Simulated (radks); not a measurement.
Q: Rb+, 36 electrons, occupied as [Ar] 3d10 4s1 4p6 5p1 (not the ground configuration). Calculated with a radial shooting solver on a logarithmic mesh with Libxc functionals: Dirac Kohn-Sham, BLYP, spin-unpolarised, spherical densities, point nucleus; open shells fill j = l - 1/2 first. Some entries of the table are withheld. Estimate them.

| orbital | occ. | eigenvalue (eV) | <r^2> (bohr^2) | r(max) (bohr) |
|---|---|---|---|---|
| 1s1/2 | 2 | (1) | 0.002187 | 0.02628 |
| 2s1/2 | 2 | -2022.745 | 0.03723 | 0.1497 |
| 2p1/2 | 2 | (2) | (3) | (4) |
| 2p3/2 | 4 | (5) | (6) | (7) |
| 3s1/2 | 2 | -312.6304 | 0.2994 | 0.4510 |
| 3p1/2 | 2 | -245.8601 | 0.3060 | 0.4404 |
| 3p3/2 | 4 | -236.7115 | 0.3185 | 0.4493 |
| 3d3/2 | 4 | -119.8030 | 0.3342 | 0.3911 |
| 3d5/2 | 6 | -118.2481 | 0.3389 | 0.3938 |
| 4s1/2 | 1 | -44.7762 | 2.283 | 1.244 |
| 4p1/2 | 2 | -28.7372 | 3.005 | 1.374 |
| 4p3/2 | 4 | -27.7393 | 3.127 | 1.401 |
| 5p1/2 | 1 | -5.8680 | 26.54 | (8) |
| 5p3/2 | 0 | -5.7594 | 27.33 | (9) |

A: 
(1) 1s1/2 eigenvalue (eV): -15046.74
(2) 2p1/2 eigenvalue (eV): -1836.313
(3) 2p1/2 <r^2> (bohr^2): 0.02845
(4) 2p1/2 r(max) (bohr): 0.1173
(5) 2p3/2 eigenvalue (eV): -1775.483
(6) 2p3/2 <r^2> (bohr^2): 0.02987
(7) 2p3/2 r(max) (bohr): 0.1207
(8) 5p1/2 r(max) (bohr): 4.293
(9) 5p3/2 r(max) (bohr): 4.366
